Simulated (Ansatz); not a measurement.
A geometry relaxed with PBE0-D4/def2-TZVP in Ansatz (an electronic-structure program), charge 0, multiplicity 2:

```xyz
3

B     -0.0002     0.3389     0.0000
H     -1.0772    -0.1702     0.0000
H      1.0774    -0.1687     0.0000
```

Q: Write the SMILES of this molecule.

A: `[BH2]`
